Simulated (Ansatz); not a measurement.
One change: `B[Se][GeH3]` becomes `B[SeH]`.

Ansatz, PBE0-D4/def2-TZVP geometries, multiplicity 1. 

Scalar relativity is left out up to krypton. Spin–orbit coupling is left out; it splits and shifts lone-pair levels of the heavy atoms by tenths of an eV.

| property | `B[Se][GeH3]` |
| --- | --- |
| HOMO energy (PBE0/def2-TZVPP) / eV | -7.69 |
| HOMO–LUMO gap (PBE0/def2-TZVPP) / eV | 6.16 |
| LUMO energy (PBE0/def2-TZVPP) / eV | -1.53 |
| LUMO energy (PBE/def2-TZVPP) / eV | -2.44 |
| HOMO–LUMO gap (B3LYP/def2-TZVPP) / eV | 5.74 |
| HOMO–LUMO gap (ωB97M-V/def2-TZVPP) / eV | 10.16 |

What does the change do to each property? (Best estimate.)

Computed: 
```
                               property  `B[SeH]`  shift
     HOMO energy (PBE0/def2-TZVPP) / eV     -7.93  -0.24
   HOMO–LUMO gap (PBE0/def2-TZVPP) / eV      6.46   0.30
     LUMO energy (PBE0/def2-TZVPP) / eV     -1.47   0.06
      LUMO energy (PBE/def2-TZVPP) / eV     -2.40   0.04
  HOMO–LUMO gap (B3LYP/def2-TZVPP) / eV      6.03   0.29
HOMO–LUMO gap (ωB97M-V/def2-TZVPP) / eV     10.53   0.37
```

With PBE0 the HOMO falls by 0.24 eV and the LUMO rises by 0.06 eV, so the gap widens by about 0.30 eV. PBE moves the HOMO by -0.23 eV and ωB97M-V by -0.28 eV.

Positive LUMOs are unbound, so they and the gaps depend on the basis.

B3LYP here is the variant with VWN-RPA as its local correlation; programs differ in this.
